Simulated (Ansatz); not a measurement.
C11H14N4 (relaxed from a model of N-butylpyridinium dicyanamide, whose bonding it doesn't keep), 29 atoms. Hardware: 4 threads of Arm Neoverse V1 on a shared host.

Correlated methods freeze 15 core orbitals.

How many basis functions does each of these Ansatz runs have, and roughly what does it cost? PBE0-D4/def2-SVP, charge 0 singlet, energy, from earlier orbitals; PBE-D4/def2-SVP, charge -1 doublet, relaxation, 56 steps; MP2/def2-SVP, charge 0 singlet, energy, from earlier orbitals; PBE-D4/def2-SVP, charge -1 doublet at the geometry of the charge 0 singlet, energy, from earlier orbitals; PBE0-D4/def2-SVP, charge -1 doublet, energy, from earlier orbitals; PBE0-D4/def2-SVP, charge -1 doublet at the geometry of the charge 0 singlet, energy; PBE-D4/def2-SVP, charge 0 triplet at the geometry of the charge 0 singlet, energy, from earlier orbitals; PBE-D4/def2-TZVP, charge 0 singlet, energy, from earlier orbitals; PBE0-D4/def2-SVP, charge 1 doublet at the geometry of the charge 0 singlet, energy; PBE0-D4/def2-SVP, charge 0 triplet at the geometry of the charge 0 singlet, energy; PBE-D4/def2-SVP, charge -1 doublet, energy, from earlier orbitals; PBE-D4/def2-SVP, charge 1 doublet at the geometry of the charge 0 singlet, energy, from earlier orbitals.

Other jobs shared the machine, so times can vary by a factor of up to 3.

```json
{"run": "PBE-D4/def2-SVP, charge 1 doublet at the geometry of the charge 0 singlet, energy, from earlier orbitals", "functions": "280", "fitting or Cholesky vectors": "3238", "wall time": "12 s", "peak host memory (GiB)": "0.65"}
{"run": "PBE-D4/def2-SVP, charge -1 doublet, energy, from earlier orbitals", "functions": "280", "fitting or Cholesky vectors": "3238", "wall time": "12 s", "peak host memory (GiB)": "0.62"}
{"run": "PBE-D4/def2-SVP, charge 0 triplet at the geometry of the charge 0 singlet, energy, from earlier orbitals", "functions": "280", "fitting or Cholesky vectors": "3238", "wall time": "14 s", "peak host memory (GiB)": "0.67"}
{"run": "PBE-D4/def2-SVP, charge -1 doublet at the geometry of the charge 0 singlet, energy, from earlier orbitals", "functions": "280", "fitting or Cholesky vectors": "3238", "wall time": "14 s", "peak host memory (GiB)": "0.67"}
{"run": "PBE0-D4/def2-SVP, charge 0 singlet, energy, from earlier orbitals", "functions": "280", "fitting or Cholesky vectors": "3238", "wall time": "16 s", "peak host memory (GiB)": "1.8"}
{"run": "PBE-D4/def2-TZVP, charge 0 singlet, energy, from earlier orbitals", "functions": "549", "fitting or Cholesky vectors": "3216", "wall time": "18 s", "peak host memory (GiB)": "1.6"}
{"run": "MP2/def2-SVP, charge 0 singlet, energy, from earlier orbitals", "functions": "280", "fitting or Cholesky vectors": "2909", "wall time": "18 s", "peak host memory (GiB)": "1.1"}
{"run": "PBE0-D4/def2-SVP, charge -1 doublet, energy, from earlier orbitals", "functions": "280", "fitting or Cholesky vectors": "2912", "wall time": "22 s", "peak host memory (GiB)": "1.5"}
{"run": "PBE0-D4/def2-SVP, charge 1 doublet at the geometry of the charge 0 singlet, energy", "functions": "280", "fitting or Cholesky vectors": "2909", "wall time": "24 s", "peak host memory (GiB)": "1.7"}
{"run": "PBE0-D4/def2-SVP, charge 0 triplet at the geometry of the charge 0 singlet, energy", "functions": "280", "fitting or Cholesky vectors": "2909", "wall time": "28 s", "peak host memory (GiB)": "1.7"}
{"run": "PBE0-D4/def2-SVP, charge -1 doublet at the geometry of the charge 0 singlet, energy", "functions": "280", "fitting or Cholesky vectors": "2909", "wall time": "30 s", "peak host memory (GiB)": "1.7"}
{"run": "PBE-D4/def2-SVP, charge -1 doublet, relaxation, 56 steps", "functions": "280", "fitting or Cholesky vectors": "3238", "wall time": "7.2 min", "peak host memory (GiB)": "0.6"}
```
